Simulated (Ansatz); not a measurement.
Born–Oppenheimer molecular dynamics of C5H16N2Si (24 atoms, charge 0, multiplicity 1). It starts from a relaxed structure.

The calculation used RKS B3LYP-D4/STO-3G in Ansatz.

```json
{
  "ensemble": "NVT, Langevin thermostat",
  "time step": "0.5 fs",
  "steps asked": "141",
  "set temperature": "2000 K",
  "friction": "0.02 /fs",
  "seed": "323115"
}
```

First frame:

```xyz
24
Properties=species:S:1:pos:R:3
Si 0.113 -0.148 -0.077
H 0.250 -0.248 1.366
N 1.638 -0.043 -0.969
C 2.570 -1.189 -0.722
H 1.988 -2.127 -0.745
H 3.338 -1.228 -1.517
H 3.100 -1.130 0.254
C 2.373 1.258 -0.919
H 3.184 1.254 -1.670
H 1.685 2.086 -1.163
H 2.838 1.476 0.069
C -0.922 1.360 -0.499
H -1.960 1.220 -0.169
H -0.539 2.262 -0.006
H -0.938 1.548 -1.580
N -0.560 -1.696 -0.597
C -1.716 -2.221 0.191
H -1.488 -2.156 1.269
H -2.671 -1.678 0.008
H -1.890 -3.284 -0.062
C -0.813 -1.817 -2.067
H -1.726 -1.281 -2.409
H 0.055 -1.403 -2.610
H -0.928 -2.881 -2.345
```

(1) How far do the bonds stretch over the last three quarters of this one trajectory? (Pairs bonded in most of those frames.)

Answers

(1) 
| bond | mean (Å) | spread (Å) | shortest | longest |
| --- | --- | --- | --- | --- |
| Si1–H2 | 1.467 | 0.049 | 1.36 | 1.56 |
| Si1–N3 | 1.765 | 0.041 | 1.67 | 1.86 |
| Si1–C12 | 1.919 | 0.056 | 1.83 | 2.03 |
| Si1–N16 | 1.782 | 0.041 | 1.70 | 1.83 |
| N3–C4 | 1.526 | 0.041 | 1.46 | 1.60 |
| N3–C8 | 1.530 | 0.032 | 1.48 | 1.60 |
| C4–H5 | 1.118 | 0.061 | 0.99 | 1.24 |
| C4–H6 | 1.121 | 0.052 | 1.00 | 1.23 |
| C4–H7 | 1.129 | 0.064 | 0.98 | 1.27 |
| C8–H9 | 1.142 | 0.094 | 0.97 | 1.34 |
| C8–H10 | 1.119 | 0.067 | 1.00 | 1.23 |
| C8–H11 | 1.127 | 0.038 | 1.05 | 1.22 |
| C12–H13 | 1.108 | 0.029 | 1.06 | 1.17 |
| C12–H14 | 1.111 | 0.045 | 1.02 | 1.19 |
| C12–H15 | 1.149 | 0.120 | 0.95 | 1.33 |
| N16–C17 | 1.520 | 0.048 | 1.45 | 1.61 |
| N16–C21 | 1.508 | 0.052 | 1.41 | 1.60 |
| C17–H18 | 1.111 | 0.026 | 1.06 | 1.17 |
| C17–H19 | 1.122 | 0.041 | 1.04 | 1.20 |
| C17–H20 | 1.118 | 0.034 | 1.05 | 1.17 |
| C21–H22 | 1.168 | 0.121 | 0.92 | 1.39 |
| C21–H23 | 1.121 | 0.052 | 1.00 | 1.22 |
| C21–H24 | 1.209 | 0.187 | 0.89 | 1.54 |

Pairs bonded in part of these frames only: C21–H22 86 %, C21–H24 74 %.

Mean temperature of the second half: 1632 K. The mean temperature of the second half is 18 % below the set value. A run of 0.07 ps of so small a system gives no equilibrium averages. Limits of this set-up: minimal basis.

Run time: 29 min on 1 thread of AMD EPYC (Zen 3), on a shared host, peak memory 0.19 GiB.
